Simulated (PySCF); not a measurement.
CH$_{9}$AlO$_{2}$Si$_{2}$, triplet, at the geometry of the source list (a higher spin typed on purpose: for a closed-shell molecule this is an excited state); MP2/def2-SVP run with PySCF.

PySCF was given this input:
```python
from pyscf import gto, scf, mp

mol = gto.Mole()
mol.atom = '''
    Al    0.233200    0.341400    0.330500
    C     1.062400    1.710500    1.504600
    H     1.718800    1.275400    2.256400
    H     0.288800    2.282900    2.017200
    H     1.643600    2.424700    0.920000
    O    -0.892300    0.821200   -0.819400
    Si   -1.968600    1.221900   -1.971500
    H    -3.294700    0.889700   -1.445500
    H    -1.650000    0.459900   -3.184500
    H    -1.815700    2.663100   -2.189200
    O     0.607800   -1.293600    0.447100
    Si    0.946900   -2.881100    0.516100
    H    -0.285100   -3.571500    0.904000
    H     1.993500   -3.053900    1.525600
    H     1.411400   -3.290800   -0.811400
'''
mol.basis = 'def2-svp'
mol.charge = 0
mol.spin = 2
mol.verbose = 5
mol.build()

mf = scf.UHF(mol)
mf.kernel()

pt = mp.MP2(mf, frozen=18)
pt.kernel()
print('E(MP2) = %.10f' % pt.e_tot)
mf.analyze()
```

Q: What does PySCF print? Leave out banner, timings and long lists.

A: 
```
PySCF version 2.14.0

[INPUT] verbose = 5
[INPUT] max_memory = 4000
[INPUT] num. atoms = 15
[INPUT] num. electrons = 72
[INPUT] charge = 0
[INPUT] spin (= nelec alpha-beta = 2S) = 2
[INPUT] symmetry False subgroup None
[INPUT] Mole.unit = angstrom
[INPUT] Symbol           X                Y                Z      unit          X                Y                Z       unit  Magmom
[...]
[INPUT] ---------------- BASIS SET ----------------
[INPUT] l, kappa, [nprim/nctr], expnt,             c_1 c_2 ...
[INPUT] O
[...]
                                340.87010191      -0.03989003923
                                77.363135167      -0.17853911985
                                21.47964494       -0.46427684959
                                6.6589433124      -0.44309745172
[...]
                                3.863550544       0.23094120765
                                1.0480920883      0.51375311064
[...]
[INPUT] Si
[...]
                                1038.4346419      0.0099966546241
                                235.8758148       0.044910165101
                                66.069385169      0.1146363854
                                20.247945761      0.10280063858
[...]
                                3.6370788192      -0.43028836252
                                1.4002048599      -0.41382774969
[...]
                                41.907258846      0.043399431982
                                12.955294367      0.15632019351
                                4.4383267393      0.29419996982
                                1.5462247904      0.23536823814
[...]
[INPUT] C
[...]
                                186.29004992      0.040638409211
                                42.251176346      0.18025593888
                                11.676557932      0.46315121755
                                3.5930506482      0.44087173314
[...]
                                2.0103545142      0.21117025112
                                0.54771004707     0.51328172114
[...]
[INPUT] Al
[...]
                                885.61225996      0.010071576809
                                201.13604899      0.045132454056
                                56.284974674      0.11461268043
                                17.229551243      0.10159608943
[...]
                                3.043963042       -0.42528117679
                                1.1285539518      -0.4144983221
[...]
                                33.717894833      0.044189359965
                                10.369863083      0.15581575993
                                3.5135616036      0.28635286951
                                1.1980050273      0.22921423248
[...]
[INPUT] H
[...]
                                1.9622572         0.13796524
                                0.44453796        0.47831935
[...]
nuclear repulsion = 414.071987970962
number of shells = 69
number of NR pGTOs = 243
number of NR cGTOs = 141
basis = def2-svp
ecp = {}

******** <class 'pyscf.scf.uhf.UHF'> ********
method = UHF
initial guess = minao
damping factor = 0
level_shift factor = 0
DIIS = <class 'pyscf.scf.diis.CDIIS'>
diis_start_cycle = 1
diis_space = 8
diis_damp = 0
SCF conv_tol = 1e-09
SCF conv_tol_grad = None
SCF max_cycles = 50
direct_scf = True
direct_scf_tol = 1e-13
number electrons alpha = 37  beta = 35
Set gradient conv threshold to 3.16228e-05
E1 = -2224.6532048536315  E2 = 798.1821598200389  Ecoul = 881.4861395100392  Exc = -83.30397969000023
init E= -1012.39905706263
cond(S) = 488.9427751479853

  alpha mo_energy =
[-6.87294064e+01 -6.87293192e+01 -5.84222087e+01 -2.08118872e+01
 -2.08115431e+01 -1.13186417e+01 -6.13768137e+00 -6.13744935e+00
 -4.88844904e+00 -4.22868381e+00 -4.22848701e+00 -4.22589736e+00
 -4.22583972e+00 -4.22577136e+00 -4.22569769e+00 -3.19382676e+00
 -3.18899800e+00 -3.18153297e+00 -1.63220688e+00 -1.57108436e+00
 -1.21492691e+00 -9.05501914e-01 -8.58295827e-01 -6.47897828e-01
 -5.99573004e-01 -5.99078663e-01 -5.96451857e-01 -5.75822954e-01
 -5.67443777e-01 -4.83873187e-01 -4.81517400e-01 -3.86900948e-01
 -3.84820855e-01 -3.81406184e-01 -3.78786047e-01 -3.54290150e-01
 -1.36279634e-02  5.78203514e-02  7.88346707e-02  1.08846906e-01
  1.55558585e-01  1.59951516e-01  1.66490946e-01  1.67307478e-01
  1.69474863e-01  1.79629154e-01  1.85626473e-01  1.98946785e-01
  2.15162468e-01  2.18722148e-01  2.56664198e-01  2.88232704e-01
  3.62625341e-01  3.86487458e-01  4.26313252e-01  4.48846497e-01
  4.53570612e-01  4.56461184e-01  4.93962290e-01  5.15476428e-01
  5.35831509e-01  5.46072114e-01  5.73226985e-01  5.87554029e-01
  6.25112036e-01  6.53877228e-01  6.62565728e-01  6.71450813e-01
  6.86833834e-01  6.92544081e-01  6.98655151e-01  7.08165265e-01
  7.22138256e-01  7.23857146e-01  7.45498468e-01  7.50657756e-01
  7.58004184e-01  7.75412637e-01  8.13701471e-01  8.22291479e-01
  8.44863793e-01  8.59938065e-01  1.00465489e+00  1.04551870e+00
  1.06079434e+00  1.10558373e+00  1.11018535e+00  1.11048819e+00
  1.11912234e+00  1.19560648e+00  1.23588124e+00  1.29642358e+00
  1.32271989e+00  1.34263584e+00  1.34334981e+00  1.37323788e+00
  1.42500923e+00  1.45340733e+00  1.51675924e+00  1.57816738e+00
  1.57825187e+00  1.75452561e+00  1.75744708e+00  1.76442876e+00
  1.76869432e+00  1.78756911e+00  1.85134090e+00  1.87420801e+00
  1.95433736e+00  1.95887074e+00  1.96012377e+00  1.96676158e+00
  1.97387178e+00  1.99277183e+00  2.04869738e+00  2.09830830e+00
  2.17177859e+00  2.17984193e+00  2.23286412e+00  2.24874684e+00
  2.26030676e+00  2.43885842e+00  2.44046543e+00  2.44171891e+00
  2.44308343e+00  2.49123833e+00  2.66481167e+00  2.68409912e+00
  2.81645526e+00  2.82862150e+00  2.83379054e+00  2.83864415e+00
  2.95069105e+00  2.95183969e+00  2.95763758e+00  2.99037563e+00
  3.06210706e+00  3.19873345e+00  3.20039746e+00  3.40848646e+00
  3.50806485e+00]
  beta  mo_energy =
[-6.87294064e+01 -6.87293192e+01 -5.84222087e+01 -2.08118872e+01
 -2.08115431e+01 -1.13186417e+01 -6.13768137e+00 -6.13744935e+00
[...]
converged SCF energy = -1012.17386468995  <S^2> = 2.0108038  2S+1 = 3.0071939
E(UMP2) = -1012.92689157183  E_corr = -0.753026881879758
E(SCS-UMP2) = -1012.92831305386  E_corr = -0.754448363908274
E(MP2) = -1012.9268915718
Total Energy =                       -1012.173864689953916
[...]
spin_pop of  1 C 2py       0.37829
spin_pop of  1 C 2pz       0.27272
spin_pop of  1 C 3px       0.00036
spin_pop of  1 C 3py      -0.00062
spin_pop of  1 C 3pz       0.00080
spin_pop of  1 C 3dxy      0.00028
spin_pop of  1 C 3dyz      0.00093
spin_pop of  1 C 3dz^2     0.00003
spin_pop of  1 C 3dxz      0.00015
spin_pop of  1 C 3dx2-y2    0.00018
spin_pop of  2 H 1s       -0.01338
spin_pop of  2 H 2s        0.00257
spin_pop of  2 H 2px      -0.00009
spin_pop of  2 H 2py       0.00020
spin_pop of  2 H 2pz      -0.00018
spin_pop of  3 H 1s       -0.00073
spin_pop of  3 H 2s        0.00849
spin_pop of  3 H 2px       0.00023
spin_pop of  3 H 2py      -0.00019
spin_pop of  3 H 2pz      -0.00016
spin_pop of  4 H 1s        0.00225
spin_pop of  4 H 2s        0.01007
spin_pop of  4 H 2px      -0.00011
spin_pop of  4 H 2py      -0.00024
spin_pop of  4 H 2pz       0.00022
spin_pop of  5 O 1s        0.00000
spin_pop of  5 O 2s        0.03082
spin_pop of  5 O 3s        0.00347
spin_pop of  5 O 2px       0.00302
spin_pop of  5 O 2py       0.00434
spin_pop of  5 O 2pz       0.00879
spin_pop of  5 O 3px       0.00063
spin_pop of  5 O 3py       0.00000
spin_pop of  5 O 3pz       0.00070
spin_pop of  5 O 3dxy      0.00001
spin_pop of  5 O 3dyz     -0.00001
spin_pop of  5 O 3dz^2    -0.00000
spin_pop of  5 O 3dxz      0.00021
spin_pop of  5 O 3dx2-y2    0.00000
spin_pop of  6 Si 1s        0.00000
spin_pop of  6 Si 2s        0.00000
spin_pop of  6 Si 3s        0.00170
spin_pop of  6 Si 4s        0.00049
spin_pop of  6 Si 2px       0.00000
spin_pop of  6 Si 2py       0.00000
spin_pop of  6 Si 2pz       0.00000
spin_pop of  6 Si 3px       0.01360
spin_pop of  6 Si 3py       0.00217
spin_pop of  6 Si 3pz       0.01314
spin_pop of  6 Si 4px       0.00055
spin_pop of  6 Si 4py       0.00005
spin_pop of  6 Si 4pz       0.00049
spin_pop of  6 Si 3dxy      0.00001
spin_pop of  6 Si 3dyz      0.00002
spin_pop of  6 Si 3dz^2    -0.00007
spin_pop of  6 Si 3dxz     -0.00003
spin_pop of  6 Si 3dx2-y2   -0.00005
spin_pop of  7 H 1s       -0.00097
spin_pop of  7 H 2s        0.00022
spin_pop of  7 H 2px      -0.00001
spin_pop of  7 H 2py       0.00000
spin_pop of  7 H 2pz       0.00001
spin_pop of  8 H 1s       -0.00018
spin_pop of  8 H 2s        0.00005
spin_pop of  8 H 2px       0.00001
spin_pop of  8 H 2py       0.00001
spin_pop of  8 H 2pz      -0.00001
spin_pop of  9 H 1s       -0.00111
spin_pop of  9 H 2s        0.00019
spin_pop of  9 H 2px       0.00000
spin_pop of  9 H 2py      -0.00000
spin_pop of  9 H 2pz      -0.00000
spin_pop of  10 O 1s        0.00000
spin_pop of  10 O 2s        0.03760
spin_pop of  10 O 3s        0.00460
spin_pop of  10 O 2px      -0.00817
spin_pop of  10 O 2py       0.02785
spin_pop of  10 O 2pz      -0.00313
spin_pop of  10 O 3px       0.00000
spin_pop of  10 O 3py       0.00185
spin_pop of  10 O 3pz      -0.00004
spin_pop of  10 O 3dxy      0.00002
spin_pop of  10 O 3dyz     -0.00001
spin_pop of  10 O 3dz^2     0.00005
spin_pop of  10 O 3dxz      0.00002
spin_pop of  10 O 3dx2-y2    0.00015
spin_pop of  11 Si 1s        0.00000
spin_pop of  11 Si 2s        0.00000
spin_pop of  11 Si 3s        0.00171
spin_pop of  11 Si 4s        0.00021
spin_pop of  11 Si 2px       0.00000
spin_pop of  11 Si 2py       0.00000
spin_pop of  11 Si 2pz      -0.00000
spin_pop of  11 Si 3px       0.00201
spin_pop of  11 Si 3py       0.02836
spin_pop of  11 Si 3pz       0.00068
spin_pop of  11 Si 4px       0.00001
spin_pop of  11 Si 4py       0.00078
spin_pop of  11 Si 4pz       0.00003
spin_pop of  11 Si 3dxy     -0.00003
spin_pop of  11 Si 3dyz     -0.00006
spin_pop of  11 Si 3dz^2    -0.00000
spin_pop of  11 Si 3dxz      0.00000
spin_pop of  11 Si 3dx2-y2   -0.00005
spin_pop of  12 H 1s       -0.00081
spin_pop of  12 H 2s        0.00012
spin_pop of  12 H 2px       0.00001
spin_pop of  12 H 2py      -0.00001
spin_pop of  12 H 2pz       0.00000
spin_pop of  13 H 1s       -0.00121
spin_pop of  13 H 2s        0.00020
spin_pop of  13 H 2px      -0.00000
spin_pop of  13 H 2py       0.00000
spin_pop of  13 H 2pz      -0.00000
spin_pop of  14 H 1s       -0.00068
spin_pop of  14 H 2s        0.00008
spin_pop of  14 H 2px       0.00000
spin_pop of  14 H 2py      -0.00001
spin_pop of  14 H 2pz       0.00001
 ** Mulliken Spin Density (per atom)  **
spin density of  0 Al =      0.83907
spin density of  1 C =      0.97758
spin density of  2 H =     -0.01089
spin density of  3 H =      0.00765
spin density of  4 H =      0.01218
spin density of  5 O =      0.05199
spin density of  6 Si =      0.03207
spin density of  7 H =     -0.00075
spin density of  8 H =     -0.00012
spin density of  9 H =     -0.00092
spin density of  10 O =      0.06079
spin density of  11 Si =      0.03366
spin density of  12 H =     -0.00069
spin density of  13 H =     -0.00102
spin density of  14 H =     -0.00060
 ** Mulliken pop alpha/beta on meta-lowdin orthogonal AOs **
 ** Mulliken pop       alpha | beta **
In total            37.00000 | 35.00000
 ** Mulliken atomic charges   ( Nelec_alpha | Nelec_beta ) **
charge of  0Al =      0.86078  (     6.48915      5.65008 )
charge of  1C =     -0.31107  (     3.64432      2.66675 )
charge of  2H =      0.15349  (     0.41781      0.42870 )
charge of  3H =      0.14007  (     0.43379      0.42614 )
charge of  4H =      0.13432  (     0.43893      0.42675 )
charge of  5O =     -0.91384  (     4.48291      4.43092 )
charge of  6Si =      0.93253  (     6.54977      6.51770 )
charge of  7H =     -0.16649  (     0.58287      0.58362 )
charge of  8H =     -0.16475  (     0.58232      0.58244 )
charge of  9H =     -0.17210  (     0.58559      0.58651 )
charge of  10O =     -0.91755  (     4.48917      4.42838 )
charge of  11Si =      0.93294  (     6.55036      6.51670 )
charge of  12H =     -0.16751  (     0.58341      0.58410 )
charge of  13H =     -0.17344  (     0.58621      0.58723 )
charge of  14H =     -0.16739  (     0.58340      0.58399 )
Dipole moment(X, Y, Z, Debye):  1.79088,  3.03017,  2.36279
```
